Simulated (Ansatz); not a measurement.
`[F][Mo]([F])(=[S])([Cl])[Cl]`. The species carries charge 0 and has multiplicity 1. Mo: def2 effective core potential. The geometry is a stationary point of PBE0-D4/def2-TZVP.

```xyz
6

F    -1.247    0.025   -1.428
Mo   -0.037    0.060   -0.037
F     0.663    1.493   -0.963
S    -1.040    0.856    1.574
Cl    2.068   -0.266    0.728
Cl   -0.407   -2.167    0.126
```

Task: What is the dipole moment at ωB97M-V/def2-TZVPP? (Best estimate.)

Result: Ansatz gave: 1.94 D, with components (-0.66, 0.28, 1.80) D in this frame, pointing from negative to positive charge.

Task: And with PBE, r2SCAN, B3LYP? (Best estimate.)

Result: Computed: PBE 1.37 D, r2SCAN 1.47 D, B3LYP 1.77 D.

Task: Give the Mulliken charges with ωB97M-V, PBE, B3LYP in def2-TZVPP. (An estimate is asked.)

Result: Computed: 
| atom | ωB97M-V | PBE | B3LYP |
| --- | --- | --- | --- |
| F1 | -0.33 | -0.29 | -0.34 |
| Mo2 | 1.04 | 1.06 | 1.21 |
| F3 | -0.33 | -0.29 | -0.34 |
| S4 | -0.05 | -0.15 | -0.13 |
| Cl5 | -0.16 | -0.17 | -0.20 |
| Cl6 | -0.16 | -0.17 | -0.20 |

B3LYP here is the variant with VWN-RPA as its local correlation; programs differ in this.
